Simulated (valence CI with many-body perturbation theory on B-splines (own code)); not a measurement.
Results of a calculation; reference values are marked as such.
From CI to CI+MBPT in Ir37+

Method: configuration interaction combined with many-body perturbation theory (CI+MBPT): four valence electrons over a frozen Dirac-Fock core [Kr], radial functions for each j: 9 s, 9 p, 10 d, 8 f, 5 g, 3 h, 1 i, with the one-electron correlation potential Σ1, the two-electron term Σ2, the three-electron term Σ3, Breit, model QED; selected CI, second order for the rest (own B-spline code, finite nucleus).

The last digits are not significant, and no measured levels were compared; by estimate large intervals hold to a few tenths of a per cent, small ones and those within an open d or f shell to about a per cent. Only levels of the ground parity were solved; by the run's estimate the other parity begins above the list, which can be wrong where configurations are misplaced.

Each rung adds one term. CI alone is the Dirac-Coulomb CI over the frozen core; QED comes last and gives the full result, which names the levels. Energies are above (4d3/2^4) J=0 on the same rung, in cm⁻¹.

Levels are named by their leading jj configuration (3d3/2^4 stands for four electrons in 3d with j = 3/2), which in mixed levels can hold well under half, so a name can repeat and another be missing. Letters in brackets count levels of one name in rising energy.

```
                    Level  CI alone    + Σ1    + Σ2    + Σ3  + Breit    Full
      (4d3/2^3 4d5/2) J=1    151723  152551  152898  153630   149973  150448
      (4d3/2^3 4d5/2) J=4    198969  199822  197268  196986   192162  192638
      (4d3/2^3 4d5/2) J=2    200907  201805  200375  200555   196176  196686
      (4d3/2^3 4d5/2) J=3    214180  215071  212538  212241   207828  208326
(4d3/2^2 4d5/2^2) J=0 [a]    334083  335723  336948  336987   329973  330915
(4d3/2^2 4d5/2^2) J=2 [a]    339392  340990  340523  341014   333916  334830
(4d3/2^2 4d5/2^2) J=4 [a]    348413  350096  348731  349172   340925  341877
(4d3/2^2 4d5/2^2) J=3 [a]    352715  354385  352737  352850   345124  346071
    (4d3/2^2 4d5/2^2) J=5    371908  373603  369999  369887   361113  362058
    (4d3/2^2 4d5/2^2) J=1    379832  381524  380245  380163   372617  373574
    (4d3/2^2 4d5/2^2) J=6    385700  387417  382653  382566   372992  373939
(4d3/2^2 4d5/2^2) J=3 [b]    396244  397912  394441  393843   385874  386810
(4d3/2^2 4d5/2^2) J=4 [b]    399654  401361  397823  396650   388028  388982
(4d3/2^2 4d5/2^2) J=2 [b]    401470  403161  400407  399964   391952  392906
(4d3/2^2 4d5/2^2) J=2 [c]    439672  441355  441083  440165   432658  433613
(4d3/2^2 4d5/2^2) J=4 [c]    458511  460251  455949  454950   446720  447694
(4d3/2^2 4d5/2^2) J=2 [d]    495660  497412  493936  492146   484448  485432
  (4d3/2 4d5/2^3) J=4 [a]    533514  535958  535424  535107   523725  525123
  (4d3/2 4d5/2^3) J=3 [a]    535275  537732  537809  537502   526449  527858
(4d3/2^2 4d5/2^2) J=0 [b]    537361  539241  538819  537155   529271  530338
  (4d3/2 4d5/2^3) J=1 [a]    550876  553326  553977  553182   542510  543916
      (4d3/2 4d5/2^3) J=5    559893  562410  560055  559587   547208  548632
      (4d3/2 4d5/2^3) J=6    565638  568169  564632  564340   551395  552817
  (4d3/2 4d5/2^3) J=2 [a]    582388  584866  584325  583768   572552  573966
  (4d3/2 4d5/2^3) J=3 [b]    591815  594307  592273  590902   579325  580741
      (4d3/2 4d5/2^3) J=0    622004  624398  620975  616965   606346  607707
  (4d3/2 4d5/2^3) J=1 [b]    635557  638047  636346  634800   624224  625642
  (4d3/2 4d5/2^3) J=3 [c]    637543  640058  637680  636031   624759  626184
  (4d3/2 4d5/2^3) J=4 [b]    643355  645859  643540  641786   630138  631553
  (4d3/2 4d5/2^3) J=2 [b]    654802  657295  654047  651707   640655  642067
            (4d5/2^4) J=4    746178  749466  751202  749993   734978  736869
```

How does the ionisation energy move along the ladder, and which term matters most?

CI alone 1680.8, + Σ1 1683.7, + Σ2 1686.1, + Σ3 1686.1, + Breit 1684.9, + QED 1685.1 eV. The largest step is Σ1, 2.8 eV. NIST lists 1684 ± 4 eV (theoretical).
